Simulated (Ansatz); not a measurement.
Potential energy curve for Al2(mu-OMe)2(OH)4, C₂H₁₀Al₂O₆, singlet. The C4–H20 bond (C4 also carries H, H, O; H20 carries nothing else) is varied alone, starting from the PBE0/def2-SVP optimised geometry.

Methods: RKS-PBE = restricted PBE/def2-SVP (Ansatz, an electronic-structure program); UKS-PBE = Ansatz with unrestricted PBE/def2-SVP; RKS-B3LYP = Ansatz with restricted B3LYP/def2-SVP; UKS-PBE0 = unrestricted PBE0/def2-SVP run with Ansatz.

Energies relative to the lowest point of each curve near equilibrium, in kJ/mol; the last columns give the difference from UKS-PBE0:

```
R / Å  RKS-PBE  UKS-PBE  RKS-B3LYP  UKS-PBE0  RKS-PBE − UKS-PBE0  UKS-PBE − UKS-PBE0  RKS-B3LYP − UKS-PBE0
-----  -------  -------  ---------  --------  ------------------  ------------------  --------------------
0.90     103.1    103.1       97.5      98.4                 4.8                 4.8                  -0.9
0.96      46.0     46.0       42.1      42.4                 3.6                 3.6                  -0.3
1.04       8.3      8.3        6.7       6.7                 1.7                 1.7                   0.0
1.06       4.0      4.0        2.9       2.9                 1.1                 1.1                   0.0
1.10       0.0      0.0        0.0       0.0                 0.0                 0.0                   0.0
1.12       0.0      0.0        0.5       0.6                -0.6                -0.6                  -0.1
1.19       8.2      8.2       10.6      11.0                -2.8                -2.8                  -0.4
1.26      25.8     25.8       29.9      30.8                -5.1                -5.1                  -0.9
1.33      49.1     49.1       55.0      56.7                -7.6                -7.6                  -1.7
1.44      92.3     92.3      100.9     104.0               -11.7               -11.7                  -3.1
1.60     159.5    159.5      172.2     177.7               -18.2               -18.2                  -5.5
1.81     243.8    243.8      261.9     270.9               -27.1               -27.1                  -9.1
2.02     317.5    317.5      341.0     353.0               -35.5               -35.5                 -12.0
2.33     404.8    399.3      436.0     419.3               -14.5               -20.0                  16.7
2.71     481.5    438.5      521.2     447.7                33.8                -9.1                  73.5
3.23     546.6    452.6      595.9     457.9                88.7                -5.3                 138.0
```

RKS-PBE is furthest from UKS-PBE0 at 3.23 (88.7 kJ/mol, above); its mean absolute difference over the points is 16.0 kJ/mol.

UKS-PBE is furthest from UKS-PBE0 at 2.02 (-35.5 kJ/mol, below); its mean absolute difference over the points is 9.6 kJ/mol.

RKS-B3LYP is furthest from UKS-PBE0 at 3.23 (138.0 kJ/mol, above); its mean absolute difference over the points is 16.4 kJ/mol.

The restricted form behind RKS-PBE, RKS-B3LYP keeps the bonding electrons paired and can't separate into open-shell fragments. The unrestricted solution behind UKS-PBE changes between 2.33 and 2.71 Å, which can leave a kink. The unrestricted determinant behind UKS-PBE is spin-contaminated at 2.33 to 3.23 Å (<S²> up to 1.0, against 0.00 for a pure singlet). The unrestricted determinant behind UKS-PBE0 is spin-contaminated at 2.02 to 3.23 Å (<S²> up to 1.0, against 0.00 for a pure singlet).
